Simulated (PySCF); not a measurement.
Structure from 2D NMR

Compound of formula C$_{6}$H$_{7}$F$_{3}$OSi. Correlations simulated from computed shifts and the bond graph:

HSQC (one-bond C–H):
| δH | δC |
| --- | --- |
| 7.21 | 157.7 |
| 5.90 | 132.1 |
| 4.30 | 67.8 |

COSY cross peaks (H two or three bonds apart, from the bond graph; peaks can be absent where the dihedral angle is near 90°):
| δH | δH |
| --- | --- |
| 7.21 | 5.90 |
| 5.90 | 5.17 |

HMBC (two and three bonds, from the bond graph):
| δH | δC |
| --- | --- |
| 7.21 | 157.7, 132.1 |
| 5.90 | 157.7, 132.1 |
| 5.17 | 157.7, 132.1, 67.8 |
| 4.30 | 133.4 |

Carbons without hydrogens: δ 133.4.

[PySCF: GIAO PBE0/pcSseg-1 shieldings; GFN2-xTB structure; one computed conformer; relativity neglected; in vacuum; averaged over atoms made equivalent by symmetry, fast rotation or ring inversion]

Chemical shifts δ = σref − σ; TMS for 1H (σ = 31.72 ppm) and 13C (σ = 186.93 ppm), all at this level.

Exchangeable hydrogens are left out of these lists.

Question: Assemble the structure.

Answer: `InChI=1S/C6H7F3OSi/c7-6(8,9)5-10-11-3-1-2-4-11/h1-4,11H,5H2`.

Mapped SMILES: `[F:1][C:2]([F:3])([F:4])[CH2:5][O:6][SiH:7]1[CH:8]=[CH:9][CH:10]=[CH:11]1`. Hydrogens are named by the atom that carries them.

δC 157.7 is C9/C10, an alkene CH (δH 7.21). δC 133.4 is C2, a CF3 carbon. δC 132.1 is C8/C11, an alkene CH (δH 5.90). δC 67.8 is C5, an sp3 CH2 bonded to O (δH 4.30). HMBC from δH 4.30 reaches the proton-free carbon C2. COSY links 7.21–5.90, 5.90–5.17.

This is the structure that produced the data.

Shifts are as computed. Against solution values, carbons near 30 ppm lie about +3 ppm off and those near 130 ppm about +5 ppm. Of 1211 compounds with measured shifts, 218 miss one by over three times the rms of a fit or turn the order of signals round; such compounds aren't used in these exercises.
